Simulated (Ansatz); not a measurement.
Frontier orbitals of CH₃IO₂Sn, SMILES `O=[CH][SnH]([OH])[I]`.

Z-matrix (Å, degrees):
```
Sn
C 1 2.216
I 1 2.687 2 104.8
O 1 1.952 2 103.8 3 -115.9
H 1 1.701 2 122.6 3 124.8
O 2 1.194 1 118.3 3 114.0
H 2 1.112 1 120.2 3 -62.6
H 4 0.962 1 111.9 2 26.2
```

The species carries charge 0 and has multiplicity 1. Correlated methods include outer-core shells of I, Sn, which these sets cover unevenly. Sn, I: def2 effective core potential. The structure was optimised at the PBE0-D4/def2-TZVP level. It is one conformer, not always the lowest. Basis def2-TZVPP, Ansatz.

```
             functional  HOMO (eV)  LUMO (eV)  gap (eV)
                    PBE      -6.05      -3.35      2.70
                 B97M-V      -6.34      -3.01      3.33
                   PBE0      -7.29      -2.26      5.03
                  B3LYP      -7.09      -2.51      4.58
HSE06 (plane-wave form)      -6.90      -2.65      4.25
                ωB97M-V      -9.39      -0.15      9.24
```

A quarter of exact exchange (PBE0) shifts PBE's HOMO by −1.23 eV and its LUMO by +1.09 eV; full exchange at long range (ωB97M-V) shifts them by −3.34 and +3.20 eV. The gap opens from 2.70 to 9.24 eV, since occupied levels lose self-interaction and empty ones feel all the electrons.

B3LYP here is the variant with VWN-RPA as its local correlation; programs differ in this.
